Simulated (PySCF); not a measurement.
SCF from a fresh guess for singlet CrH₅⁺, at the PBE0 minimum. PySCF input:

```python
from pyscf import gto, scf, dft
mol = gto.M(atom='''
Cr     0.042040    -0.032770    -0.032780
H     -1.048560    -0.274740     1.381380
H     -0.797660     1.223550    -1.015860
H      1.504550     0.345380     0.345010
H     -1.048960     1.381130    -0.274480
H     -0.797110    -1.016050     1.223750''',
    basis={'Cr': 'def2-TZVP', 'H': 'def2-TZVP'},
    charge=1, spin=0)
mf = dft.RKS(mol, xc='PBE')
mf.grids.atom_grid = (50, 194)
aux = {'Cr': 'def2-universal-JKFIT', 'H': 'def2-universal-JKFIT'}
mf = mf.density_fit(auxbasis=aux)
mf.conv_tol = 1e-08
mf.diis_space = 10
mf.max_cycle = 60
mf.init_guess = 'minao'
mf.verbose = 4
mf.kernel()
```

Excerpt of the output (cycles and frontier levels):

```
init E= -1046.64387236777
  HOMO = -0.356885963320596  LUMO = -0.346517641176375  gap/eV = 0.28214
cycle= 1 E= -1046.30451572636  delta_E= 0.339  |g|= 1.76  |ddm|= 2.29
  HOMO = -0.179656092881493  LUMO = -0.152372662287313  gap/eV = 0.74242
cycle= 2 E= -1041.33237532386  delta_E= 4.97  |g|= 4.18  |ddm|= 8.44
  HOMO = -0.537919892175647  LUMO = -0.535673209093355  gap/eV = 0.06114
cycle= 3 E= -1046.52147628359  delta_E= -5.19  |g|= 1.13  |ddm|= 8.42
  HOMO = -0.408571307503518  LUMO = -0.379453515249769  gap/eV = 0.79234
cycle= 4 E= -1046.70957515326  delta_E= -0.188  |g|= 0.378  |ddm|=  1.3
  HOMO = -0.3957719071201  LUMO = -0.394745374222579  gap/eV = 0.02793
cycle= 5 E= -1046.73357360488  delta_E= -0.024  |g|= 0.26  |ddm|= 1.29
  HOMO = -0.413590962095045  LUMO = -0.410695454316615  gap/eV = 0.07879
cycle= 6 E= -1046.75810052898  delta_E= -0.0245  |g|= 0.138  |ddm|= 1.02
  HOMO = -0.416068262043173  LUMO = -0.409177058718936  gap/eV = 0.18752
cycle= 7 E= -1046.76810593355  delta_E= -0.01  |g|= 0.0475  |ddm|= 0.416
  HOMO = -0.41247585560997  LUMO = -0.405350555049464  gap/eV = 0.19389
cycle= 8 E= -1046.76846901551  delta_E= -0.000363  |g|= 0.0279  |ddm|= 0.074
  HOMO = -0.412146349973435  LUMO = -0.405439137086377  gap/eV = 0.18251
cycle= 9 E= -1046.76869320467  delta_E= -0.000224  |g|= 0.00398  |ddm|= 0.0365
  HOMO = -0.412448140598635  LUMO = -0.405519446004407  gap/eV = 0.18854
cycle= 10 E= -1046.76869684633  delta_E= -3.64e-06  |g|= 0.00104  |ddm|= 0.00552
  HOMO = -0.412428711757248  LUMO = -0.405517401946369  gap/eV = 0.18807
cycle= 11 E= -1046.76869716033  delta_E= -3.14e-07  |g|= 0.000761  |ddm|= 0.00316
  HOMO = -0.412432716358944  LUMO = -0.405514238036057  gap/eV = 0.18826
cycle= 12 E= -1046.76869715244  delta_E= 7.89e-09  |g|= 0.000723  |ddm|= 0.0036
  HOMO = -0.412472727458739  LUMO = -0.405547367644475  gap/eV = 0.18845
cycle= 13 E= -1046.76869733141  delta_E= -1.79e-07  |g|= 9e-05  |ddm|= 0.00208
  HOMO = -0.412477644409521  LUMO = -0.405553594153475  gap/eV = 0.18841
cycle= 14 E= -1046.7686973335  delta_E= -2.1e-09  |g|= 1.58e-05  |ddm|= 0.000147
  HOMO = -0.412470751573784  LUMO = -0.405546874843693  gap/eV = 0.18841
Extra cycle  E= -1046.76869733224  delta_E= 1.27e-09  |g|= 8.24e-05  |ddm|= 8.56e-05
converged SCF energy = -1046.76869733224
```

No lower solution of this spin was found by a stability analysis within the restricted form, which does not test spin polarisation.

At the minimum of this search the closed-shell solution is unstable towards spin polarisation, so a lower open-shell solution exists.

The search for the lowest solution, with the stability check, took 2.9 s on 2 threads of a shared Arm Neoverse V1 host, with 75 basis functions; the process peaked at 0.35 GiB.
